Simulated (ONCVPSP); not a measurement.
# An all-electron radial function and its pseudo partner (Cl)

Columns: radius, all-electron u(r) and pseudo u(r) of the 3s shell (level -31.92 eV) of chlorine in the configuration [Ne] 3s2 3p4; PBE, non-relativistic, ONCV scheme, ONCVPSP 4.0.1.

```json
{"r (bohr)": "0.070", "all-electron": "0.2051", "pseudo": "0.0206"}
{"r (bohr)": "0.140", "all-electron": "-0.0822", "pseudo": "0.0441"}
{"r (bohr)": "0.210", "all-electron": "-0.3336", "pseudo": "0.0732"}
{"r (bohr)": "0.280", "all-electron": "-0.4423", "pseudo": "0.1099"}
{"r (bohr)": "0.350", "all-electron": "-0.4237", "pseudo": "0.1553"}
{"r (bohr)": "0.420", "all-electron": "-0.3181", "pseudo": "0.2097"}
{"r (bohr)": "0.490", "all-electron": "-0.1642", "pseudo": "0.2727"}
{"r (bohr)": "0.560", "all-electron": "0.0089", "pseudo": "0.3427"}
{"r (bohr)": "0.630", "all-electron": "0.1819", "pseudo": "0.4178"}
{"r (bohr)": "0.700", "all-electron": "0.3427", "pseudo": "0.4955"}
{"r (bohr)": "0.770", "all-electron": "0.4846", "pseudo": "0.5731"}
{"r (bohr)": "0.840", "all-electron": "0.6047", "pseudo": "0.6479"}
{"r (bohr)": "0.910", "all-electron": "0.7028", "pseudo": "0.7170"}
{"r (bohr)": "0.980", "all-electron": "0.7794", "pseudo": "0.7778"}
{"r (bohr)": "1.050", "all-electron": "0.8358", "pseudo": "0.8282"}
{"r (bohr)": "1.120", "all-electron": "0.8739", "pseudo": "0.8663"}
{"r (bohr)": "1.190", "all-electron": "0.8959", "pseudo": "0.8910"}
{"r (bohr)": "1.260", "all-electron": "0.9041", "pseudo": "0.9021"}
{"r (bohr)": "1.330", "all-electron": "0.9008", "pseudo": "0.9005"}
{"r (bohr)": "1.400", "all-electron": "0.8879", "pseudo": "0.8879"}
{"r (bohr)": "1.470", "all-electron": "0.8674", "pseudo": "0.8674"}
{"r (bohr)": "1.540", "all-electron": "0.8409", "pseudo": "0.8409"}
{"r (bohr)": "1.610", "all-electron": "0.8099", "pseudo": "0.8099"}
{"r (bohr)": "1.680", "all-electron": "0.7757", "pseudo": "0.7757"}
{"r (bohr)": "1.750", "all-electron": "0.7392", "pseudo": "0.7393"}
{"r (bohr)": "1.820", "all-electron": "0.7015", "pseudo": "0.7015"}
```

Q: How many radial nodes do the two functions have?

A: The all-electron 3s function has n − l − 1 = 2; the pseudo-wave has 0, since the states of the same l below it are removed with the core.

Q: At about which radius was the pseudo-wave matched?

A: 1.40 bohr, where the columns begin to agree (steps of 0.07 bohr).

Q: Where does each function peak?

A: Outermost all-electron maximum near 1.26 bohr, pseudo maximum near 1.26 bohr (to the table’s step).

Q: Is the pseudo-wave norm-conserving?

A: Yes: the ONCV scheme keeps the norm inside the radius equal to the all-electron one, which fixes the energy derivative of the logarithmic derivative at the level.
